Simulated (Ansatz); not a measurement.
System: P2H3, charge 0, multiplicity 2. It need not be the lowest isomer of its formula. SMILES: [PH]P
Geometry from a B3LYP-D3(BJ)/def2-TZVP (Ansatz, a first-principles code) optimisation:
```xyz
5

P      0.9614    -0.4387     0.4296
P     -0.8856     0.3194    -0.4691
H      1.6950     0.7069     0.0100
H     -1.0442     1.5226     0.2657
H     -1.7869    -0.4398     0.3160
```
Charge 0, spin multiplicity 2.

Wanted: vertical electron affinity (to the singlet state of charge -1; a negative value means that the extra electron is unbound and the number depends on the basis; each state is the SCF solution reached for its spin), in eV. Cores are frozen in the correlated levels unless marked. UHF or UKS for open shells. Spin-orbit coupling is left out. Non-relativistic. Anions need diffuse functions: aug- sets have them; def2-D sets add few. Basis-set limits of correlation are two-point, X^-3; Hartree-Fock from the larger set. The bracket is a focal-point correction in the basis named.

RI-MP2/CBS(aug-cc-pV(T+d)Z,aug-cc-pV(Q+d)Z)+[CCSD(T)-MP2]/aug-cc-pV(T+d)Z (Ansatz) gives 1.41 eV.

Q: Another calculation gave 1.13 eV. Which level was it?
A) BHLYP/def2-TZVPD (Ansatz)
B) SVWN5/def2-TZVPD (Ansatz)
C) B2PLYP/def2-TZVPD (Ansatz)

A: C, B2PLYP/def2-TZVPD (Ansatz). The others give 1.35 (SVWN5), 1.02 (BHLYP) eV.
